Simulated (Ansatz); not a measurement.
Reaction (redistribution): `N[SiH](F)[SiH2]O` + `F[SiH2]P[SiH3]` → `O[SiH2]P[SiH3]` + `N[SiH](F)[SiH2]F`

Isolated molecules relaxed with PBE0-D4/def2-TZVP in Ansatz; ΔE leaves out vibrations. CBS: MP2 limit from def2 TZ/QZ plus the TZ coupled-cluster correction, frozen cores. DFT in def2-TZVPP. Each species was taken in one conformer, which may not be the lowest.

```
             level  ΔE (kJ/mol)
            r2SCAN         -3.9
     HF/def2-TZVPP         -4.9
    MP2/def2-QZVPP         -4.6
SCS-MP2/def2-QZVPP         -4.4
```

Problem. What does CCSD(T)/CBS give? (Estimate.)

Solution. Computed: -4.0 kJ/mol. The listed levels differ from it by 0.1, -0.9, -0.6, -0.4 kJ/mol.

Largest T1 diagnostic among the species: 0.013.
